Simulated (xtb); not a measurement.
xtb input (GFN2-xTB):

```bash
xtb mol.xyz --gfn 2 --sp --chrg 0 --uhf 0
```
mol.xyz:
```
7

N      1.62579679    -0.28851070     0.23095717
Si    -0.00791811     0.00083750    -0.00231280
F     -0.60829860    -0.50866620    -1.37688846
F     -0.84195332    -0.72707808     1.12503755
F     -0.28170644     1.55651215     0.03389430
H      1.97770507    -1.17829524     0.54164024
H      2.34019625     0.29923431    -0.16435174
```

Output:

```
           -------------------------------------------------
          |                Calculation Setup                |
           -------------------------------------------------

           -------------------------------------------------
          |                 G F N 2 - x T B                 |
           -------------------------------------------------

        Reference                      10.1021/acs.jctc.8b01176
      * Hamiltonian:
        H0-scaling (s, p, d)           1.850000    2.230000    2.230000
        zeta-weighting                 0.500000
      * Dispersion:
        s8                             2.700000
        a1                             0.520000
        a2                             5.000000
        s9                             5.000000
      * Repulsion:
        kExp                           1.500000    1.000000
        rExp                           1.000000
      * Coulomb:
        alpha                          2.000000
        third order                    shell-resolved
        anisotropic                    true
        a3                             3.000000
        a5                             4.000000
        cn-shift                       1.200000
        cn-exp                         4.000000
        max-rad                        5.000000

          ...................................................
          :                      SETUP                      :
          :.................................................:
          :  # basis functions                  28          :
          :  # atomic orbitals                  27          :
          :  # shells                           13          :
          :  # electrons                        32          :
          :  max. iterations                   250          :
          :  Hamiltonian                  GFN2-xTB          :
          :  restarted?                      false          :
          :  GBSA solvation                  false          :
          :  PC potential                    false          :
          :  electronic temp.          300.0000000     K    :
          :  accuracy                    1.0000000          :
          :  -> integral cutoff          0.2500000E+02      :
          :  -> integral neglect         0.1000000E-07      :
          :  -> SCF convergence          0.1000000E-05 Eh   :
          :  -> wf. convergence          0.1000000E-03 e    :
          :  Broyden damping             0.4000000          :
          :  net charge                          0          :
          :  unpaired electrons                  0          :
          ...................................................

 iter      E             dE          RMSdq      gap      omega  full diag
   1    -20.1393503 -0.201394E+02  0.694E+00    8.36       0.0  T
   2    -20.1709438 -0.315936E-01  0.358E+00    8.32       1.0  T
   3    -20.1735611 -0.261727E-02  0.105E+00    8.48       1.0  T
   4    -20.1739317 -0.370612E-03  0.455E-01    8.13       1.0  T
   5    -20.1746907 -0.758995E-03  0.178E-01    8.28       1.0  T
   6    -20.1747105 -0.198146E-04  0.402E-02    8.28       1.0  T
   7    -20.1747106 -0.114594E-06  0.766E-03    8.28       4.9  T
   8    -20.1747107 -0.749325E-07  0.175E-03    8.28      21.6  T
   9    -20.1747107 -0.194225E-08  0.509E-04    8.28      74.3  T
  10    -20.1747107 -0.162000E-09  0.186E-04    8.28     203.0  T

   *** convergence criteria satisfied after 10 iterations ***

         #    Occupation            Energy/Eh            Energy/eV
      -------------------------------------------------------------
         1        2.0000           -0.9264490             -25.2100
       ...           ...                  ...                  ...
        10        2.0000           -0.5281072             -14.3705
        11        2.0000           -0.5277137             -14.3598
        12        2.0000           -0.5210107             -14.1774
        13        2.0000           -0.5194011             -14.1336
        14        2.0000           -0.5186229             -14.1124
        15        2.0000           -0.5068119             -13.7911
        16        2.0000           -0.4323131             -11.7638 (HOMO)
        17                         -0.1279028              -3.4804 (LUMO)
        18                         -0.1183838              -3.2214
        19                         -0.1043125              -2.8385
        20                          0.0441887               1.2024
        21                          0.0597135               1.6249
       ...                                ...                  ...
        27                          0.9997416              27.2044
      -------------------------------------------------------------
                  HL-Gap            0.3044103 Eh            8.2834 eV
             Fermi-level           -0.2801079 Eh           -7.6221 eV

 SCC (total)                   0 d,  0 h,  0 min,  0.004 sec
 SCC setup                      ...        0 min,  0.000 sec (  2.047%)
 Dispersion                     ...        0 min,  0.000 sec (  0.832%)
 classical contributions        ...        0 min,  0.000 sec (  0.292%)
 integral evaluation            ...        0 min,  0.001 sec ( 17.689%)
 iterations                     ...        0 min,  0.002 sec ( 47.535%)
 molecular gradient             ...        0 min,  0.001 sec ( 29.255%)
 printout                       ...        0 min,  0.000 sec (  2.164%)

         :::::::::::::::::::::::::::::::::::::::::::::::::::::
         ::                     SUMMARY                     ::
         :::::::::::::::::::::::::::::::::::::::::::::::::::::
         :: total energy             -20.068313084498 Eh    ::
         :: gradient norm              0.013127682220 Eh/a0 ::
         :: HOMO-LUMO gap              8.283425380934 eV    ::
         ::.................................................::
         :: SCC energy               -20.174709885558 Eh    ::
         :: -> isotropic ES            0.060081901122 Eh    ::
         :: -> anisotropic ES          0.000019841122 Eh    ::
         :: -> anisotropic XC         -0.002590576040 Eh    ::
         :: -> dispersion             -0.003305656472 Eh    ::
         :: repulsion energy           0.106396801060 Eh    ::
         :: add. restraining           0.000000000000 Eh    ::
         :: total charge              -0.000000000000 e     ::
         :::::::::::::::::::::::::::::::::::::::::::::::::::::

           -------------------------------------------------
          |                Property Printout                |
           -------------------------------------------------

    * Orbital Energies and Occupations

         #    Occupation            Energy/Eh            Energy/eV
      -------------------------------------------------------------
         1        2.0000           -0.9264490             -25.2100
       ...           ...                  ...                  ...
         4        2.0000           -0.6671139             -18.1531
         5        2.0000           -0.6077024             -16.5364
         6        2.0000           -0.5585452             -15.1988
         7        2.0000           -0.5521383             -15.0244
         8        2.0000           -0.5500077             -14.9665
         9        2.0000           -0.5427941             -14.7702
        10        2.0000           -0.5281072             -14.3705
        11        2.0000           -0.5277137             -14.3598
        12        2.0000           -0.5210107             -14.1774
        13        2.0000           -0.5194011             -14.1336
        14        2.0000           -0.5186229             -14.1124
        15        2.0000           -0.5068119             -13.7911
Note: The following floating-point exceptions are signalling: IEEE_UNDERFLOW_FLAG IEEE_DENORMAL
normal termination of xtb
        16        2.0000           -0.4323131             -11.7638 (HOMO)
        17                         -0.1279028              -3.4804 (LUMO)
        18                         -0.1183838              -3.2214
        19                         -0.1043125              -2.8385
        20                          0.0441887               1.2024
        21                          0.0597135               1.6249
        22                          0.0610127               1.6602
        23                          0.2243251               6.1042
        24                          0.3819562              10.3936
        25                          0.7603538              20.6903
        26                          0.9868907              26.8547
        27                          0.9997416              27.2044
      -------------------------------------------------------------
                  HL-Gap            0.3044103 Eh            8.2834 eV
             Fermi-level           -0.2801079 Eh           -7.6221 eV

     #   Z          covCN         q      C6AA      α(0)
     1   7 N        2.542    -0.365    29.453     8.060
     2  14 Si       2.938     0.698   162.986    27.941
     3   9 F        0.705    -0.238    11.642     4.029
     4   9 F        0.705    -0.236    11.625     4.026
     5   9 F        0.705    -0.236    11.625     4.026
     6   1 H        0.861     0.188     1.167     1.692
     7   1 H        0.861     0.188     1.167     1.692

 Mol. C6AA /au·bohr⁶  :        881.901538
 Mol. C8AA /au·bohr⁸  :      31762.875356
 Mol. α(0) /au        :         51.466385

Wiberg/Mayer (AO) data.
largest (>0.10) Wiberg bond orders for each atom

 ---------------------------------------------------------------------------
     #   Z sym  total        # sym  WBO       # sym  WBO       # sym  WBO
 ---------------------------------------------------------------------------
     1   7 N    3.260 --     2 Si   1.212     7 H    0.953     6 H    0.953
     2  14 Si   4.498 --     1 N    1.212     5 F    1.094     4 F    1.094
                             3 F    1.082
     3   9 F    1.223 --     2 Si   1.082
     4   9 F    1.224 --     2 Si   1.094
     5   9 F    1.224 --     2 Si   1.094
     6   1 H    0.965 --     1 N    0.953
     7   1 H    0.965 --     1 N    0.953
 ---------------------------------------------------------------------------

Topologies differ in total number of bonds
Writing topology from bond orders to xtbtopo.mol

molecular dipole:
                 x           y           z       tot (Debye)
 q only:        1.178      -0.254       0.073
   full:        1.280      -0.311       0.006       3.349
molecular quadrupole (traceless):
                xx          xy          yy          xz          yz          zz
 q only:        4.063      -1.340      -1.500       0.102      -0.487      -2.563
  q+dip:        5.546      -1.893      -1.837      -0.136      -0.829      -3.710
   full:        5.407      -1.914      -1.571      -0.422      -0.977      -3.836

           -------------------------------------------------
          | TOTAL ENERGY              -20.068313084498 Eh   |
          | GRADIENT NORM               0.013127682220 Eh/α |
          | HOMO-LUMO GAP               8.283425380934 eV   |
           -------------------------------------------------

------------------------------------------------------------------------
------------------------------------------------------------------------
 total:
 SCF:
```
